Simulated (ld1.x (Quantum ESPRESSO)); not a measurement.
**What one change does to a pseudopotential (bromine (Br), ultrasoft)**

```
Element                 : bromine (Br)
Generator               : ld1.x (Quantum ESPRESSO) 7.5
Type                    : ultrasoft
Functional              : PBE
Relativity              : scalar-relativistic
Frozen core             : [Ar]
Valence charge          : 17
Reference configuration : 3d10 4s2 4p5
Partial waves           : 4s (bound): rcut 1.35, rcutus 1.55 bohr; 4s channel at -0.85 Ry: rcut 1.35, rcutus 1.55 bohr; 4p (bound): rcut 1.40, rcutus 1.75 bohr; 4p channel at 0.1 Ry: rcut 1.40, rcutus 1.75 bohr; 3d (bound): rcut 0.85, rcutus 0.95 bohr; 3d channel at -3.05 Ry: rcut 0.85, rcutus 0.95 bohr
Local potential         : all-electron potential smoothed inside 0.85 bohr (lloc = -1)
Core correction         : Bessel-smoothed model core, default radius (core density twice the valence density)
Augmentation charge     : built from norm-conserving waves at rcut, not smoothed further
```

Change: all radii but the core radius scaled by about 1.37 (s 2.12, p 2.40, d 1.30 bohr, rcut 1.86/1.92/1.16); local potential all-electron potential smoothed inside 1.16 bohr (lloc = -1).

Cutoffs: the cutoffs (Ry, on a coarse ladder) from which the occupation-weighted sum of valence levels, in a spherical-Bessel basis at the reference potential, stays within 10 and 1 mRy of its value at 400 Ry; they do not see the model core or the augmentation charge, which bear on the density cutoff. Errors are all-electron minus pseudo energies relative to the spin-unpolarised reference configuration.

Q: What does the change do?

A: Both files keep a bound ghost (s); the d channel binds one level more than in the base; the number of tests with a reliable result goes from 7 to 4 (the test run of the changed file stopped, so its transferability is not established); of the 4 tests that both files solve, the error grows in 0 and shrinks in 1 by more than 15 % and 0.3 meV (median size 3.2 → 3.1 meV).

| quantity | base | changed |
| --- | --- | --- |
| cutoffs, loose and tight | 180 Ry, 300 Ry | not determined |
| bound ghosts | s | s |
| tests with a reliable result | 7 of 7 | 4 of 7 (the test run stopped) |
| error for 3d10 4s2 4p4, meV [ΔE 12.55 eV] | -2.0 | -2.1 |
| error for 3d10 4s2 4p3, meV [ΔE 35.31 eV] | -4.4 | -4.1 |
| error for 3d10 4s2 4p2, meV [ΔE 69.30 eV] | -5.9 | -4.9 |
| error for 3d10 4s2 4p5.3, meV [ΔE -1.96 eV] | +0.4 | +0.4 |
| lowest overlap eigenvalue by channel | s 0.19, p 0.42, d 1.00 | s 0.15, p 0.63, d 0.37 |

 A true bound ghost makes a file unfit for plane-wave use even where its test errors are small: the radial tests pick states by their node count and pass the ghost by.
